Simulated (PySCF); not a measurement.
# What a mistake does to a calculation on ClH2NSi2

Calculated results; nothing here was measured. The program is PySCF 2.14.0, an open-source quantum chemistry code, run on an isolated molecule that a program drew, which may never have been made. The molecule is ClH2NSi2 (charge 0, singlet), drawn as the SMILES string `[SiH2]=N[Si]Cl`.

Each row is a Hartree-Fock (HF) and frozen-core CCSD(T) single point in the cc-pV(D+d)Z basis, meant for a local HF minimum. Run 1 is clean. Each other run has one planted mistake out of seven kinds, and not every kind appears here: one electron removed, one electron added, multiplicity raised by two, geometry at a saddle point, minimal basis STO-3G, one bond length entered in bohr, all coordinates scaled. The reference is restricted for singlets and unrestricted otherwise, and also for a bond in bohr. Adding or removing an electron swaps singlet and doublet. Electrons count all cores. HOMO and LUMO are orbital energies over both spins, the gradient is its largest component, and the lowest frequency (negative if imaginary) is given only where the gradient is small. Bond lengths are over the 5 bonds as drawn. T1 is the CCSD diagnostic: over 0.02 (restricted) or 0.045 (unrestricted) a single reference is doubtful.

Geometry of the clean run:
```xyz
6
ClH2NSi2, angstrom
Si    0.6563    0.2001   -1.6853
N     0.2946    0.1674   -0.1636
Si   -0.1840    0.2137    1.4354
Cl    1.2250   -1.1369    2.3331
H     1.6009    1.1557   -2.2799
H     0.0720   -0.7065   -2.6833
```

```
run,electrons,basis functions,<S^2>,HOMO (eV),LUMO (eV),gradient (hartree/bohr),lowest frequency (cm^-1),mean bond (Å),longest bond (Å),T1,HF (hartree),CCSD(T) (hartree),mistake
1,54,93,0.000,-8.81,0.95,1.3e-05,94,1.6643,2.148,0.0197,-1093.01625,-1093.54507,no fault
2,54,93,0.000,-8.94,0.28,5.0e-05,-133,1.6776,2.186,0.0177,-1093.00923,-1093.53481,geometry at a saddle point
3,54,93,2.006,-6.64,0.07,2.4e-02,-,1.6643,2.148,0.0206,-1092.93995,-1093.44099,multiplicity raised by two
4,54,34,0.000,-6.13,6.11,2.6e-02,-,1.6643,2.148,0.0236,-1080.67854,-1080.86999,minimal basis STO-3G
5,55,93,0.767,-0.74,6.42,1.1e-01,-,1.6643,2.148,0.0195,-1093.01125,-1093.54899,?
6,54,93,0.000,-6.94,-1.42,6.8e-02,-,2.0465,4.060,0.0575,-1092.90406,-1093.42505,?
```

**Which mistake was planted in run 5, and what did it cost?**

It counts 55 electrons, one more than the clean run, at the same geometry and basis. So the mistake is: one electron added. Subtracting run 1 and multiplying by 627.51 kcal/mol a hartree, the energy moved by 3.1 kcal/mol in HF and -2.5 kcal/mol in CCSD(T).

**Which mistake was planted in run 6, and what did it cost?**

The mean bond changes by a factor of 1.230 and the longest by 1.890, so the molecule wasn't scaled as a whole. A length L in bohr read as angstrom grows by (1/0.5292 - 1) L = 0.890 L. The 5 bonds together grew by 5 x 0.3822 = 1.911 Å, which gives L = 2.148 Å. That is bond Si3-Cl4, 2.148 Å in the clean geometry. So the mistake is: one bond length entered in bohr. Subtracting run 1 and multiplying by 627.51 kcal/mol a hartree, the energy moved by 70.4 kcal/mol in HF and 75.3 kcal/mol in CCSD(T).

Cautions from the logs. Run 4: T1 is over the limit, so its CCSD(T) energy is less reliable; run 6: T1 is over the limit, so its CCSD(T) energy is less reliable.
